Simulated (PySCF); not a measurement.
# How methods differ on the fine-structure interval of Nd⁴⁷⁺

Nd⁴⁷⁺ [Ne] 3s2 3p1 [3p1/2^1, M_J = 1/2] → Nd⁴⁷⁺ [Ne] 3s2 3p1 [3p3/2^1, M_J = 3/2], as a difference of total energies. All numbers are calculated (PySCF 2.14, the two-component X2C-1e Hamiltonian, in an even-tempered Gaussian basis (18 s from 12 bohr⁻², ratio 2.4; 14 p from 15 bohr⁻², ratio 2.4; 4 d from 51 bohr⁻², ratio 2.6; 4 f from 77 bohr⁻², ratio 2.6)). Correlated levels: 1s2 frozen; the 54 highest virtual spinors dropped. "Screened" scales the spin-orbit matrix elements by Boettger's factors to mimic the two-electron term; Breit and QED terms are absent.

```tsv
method	fine-structure interval (cm⁻¹)
GHF (screened spin-orbit)	1114600
GMP2 (screened spin-orbit)	1110500
GHF (bare spin-orbit)	1155500
```
